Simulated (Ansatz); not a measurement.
C2H5NSSi (`[SiH3]SC1=CN1`), relaxed with RKS PBE-D4/def2-SVP in Ansatz 0.2.0 from a rough embedded geometry. The force threshold is 0.03 eV/Å; the program also tests the step.

Charge 0, multiplicity 1.

Start:

```xyz
10

Si   -0.031    1.071   -1.789
S     0.401   -0.716   -0.647
C    -0.011   -0.194    0.880
C    -0.772   -0.930    1.842
N     0.456   -0.418    2.155
H    -1.421    1.381   -1.687
H     0.854    2.141   -1.336
H     0.283    0.704   -3.218
H    -0.993   -1.938    1.643
H     1.235   -1.102    2.156
```

| step | energy (eV) | largest force (eV/Å) | largest move (Å) |
| --- | --- | --- | --- |
| 1 | -22331.4981 | 7.900 | 0.000 |
| 2 | -22332.5516 | 3.210 | 0.194 |
| 3 | -22332.9746 | 2.629 | 0.195 |
| 4 | -22333.1947 | 1.387 | 0.200 |
| 5 | -22333.3303 | 1.073 | 0.192 |
| 6 | -22333.3985 | 0.793 | 0.200 |
| 7 | -22333.4667 | 0.832 | 0.191 |
| 8 | -22333.5187 | 0.700 | 0.179 |
| 9 | -22333.5578 | 0.566 | 0.161 |
| 10 | -22333.6047 | 0.443 | 0.129 |
| 11 | -22333.6283 | 0.343 | 0.176 |
| 12 | -22333.6386 | 0.266 | 0.095 |
| 13 | -22333.6393 | 0.148 | 0.035 |
| 14 | -22333.6412 | 0.048 | 0.033 |
| 15 (rejected) | -22333.6402 | 0.139 | 0.024 |
| 16 | -22333.6421 | 0.033 | 0.012 |
| 17 | -22333.6422 | 0.008 | 0.009 |

End:

```xyz
10

Si    0.087    1.013   -1.581
S     0.007   -1.153   -1.221
C    -0.137   -1.039    0.488
C    -0.495   -1.349    1.696
N     0.080    0.058    1.501
H    -1.203    1.684   -1.217
H     1.251    1.624   -0.862
H     0.296    1.070   -3.067
H    -0.975   -1.925    2.488
H     1.087    0.017    1.774
```

Hardware: 4 threads of an Arm Neoverse V2 on a shared host. Wall time 18 s, peak host memory 0.2 GiB.
